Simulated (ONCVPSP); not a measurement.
## What one change does to a pseudopotential (platinum (Pt), ONCV)

ONCVPSP 4.0.1 input, shortened (lines: element, Z, core and valence counts, functional; n l f; lmax; l rc ep ncon nbas qcut; lloc lpopt rc5 dvloc0; l nproj debl; icmod fcfact rcfact), PBEsol, scalar-relativistic:

```
  Pt 78.00   10    4  -116133      upf
    1    0    2.00
    2    0    2.00
    2    1    6.00
    3    0    2.00
    3    1    6.00
    3    2   10.00
    4    0    2.00
    4    1    6.00
    4    2   10.00
    4    3   14.00
    5    0    2.00
    5    1    6.00
    5    2    9.00
    6    0    1.00
    2
    0    1.70    0.00    5    8    8.20
    1    1.10    0.00    3    7    8.80
    2    2.00    0.00    4    8    6.60
    4    5    1.05    0.00
    0    2    0.90
    1    2    0.40
    2    2    3.50
    0    0.00    0.00
```

In the p channel the program set the typed energies aside and used -2.059, 0.250 Ha.

Change: d: qcut 4.8.

Cutoffs: the cutoffs (Ha) at which the residual kinetic energy of the hardest occupied pseudo-wave falls to 1 and 0.1 mHa per electron; they do not see the model core or the augmentation charge, which bear on the density cutoff. Errors are all-electron minus pseudo energies relative to the spin-unpolarised reference configuration.

Q: How do hardness, ghosts and transferability respond?

A: The potential gets harder (37 Ha and 118 Ha → 46 Ha and 118 Ha); of the 4 tests that both files solve, the error grows in 1 and shrinks in 2 by more than 15 % and 0.3 meV (median size 4.8 → 5.1 meV); neither file shows a bound ghost.

```tsv
quantity	base	changed
cutoff, loose	37 Ha	46 Ha
cutoff, tight	118 Ha	118 Ha
loose cutoff by channel	s 26 Ha, p 37 Ha, d 17 Ha	s 26 Ha, p 37 Ha, d 46 Ha
bound ghosts	none	none
GHOST(+) flags under 300 eV	s at 113.1 eV	s at 113.1 eV
error for 5s2 5p6 5d9 6s0, meV [ΔE 9.23 eV]	-3.5	-0.9
error for 5s2 5p6 5d8 6s0, meV [ΔE 29.22 eV]	-6.2	-6.1
error for 5s2 5p6 5d7 6s0, meV [ΔE 61.47 eV]	-12	+9.0
error for 5s2 5p6 5d8 6s1, meV [ΔE 11.20 eV]	+0.1	+4.2
s: phases at 1.72 bohr within 0.05 rad from the reference energy up to (Ha; the scan ends near 5)	3.9	3.9
p: phases at 1.11 bohr within 0.05 rad from the reference energy up to (Ha; the scan ends near 5)	to the end of the scan	to the end of the scan
d: phases at 2.03 bohr within 0.05 rad from the reference energy up to (Ha; the scan ends near 5)	to the end of the scan	to the end of the scan
```
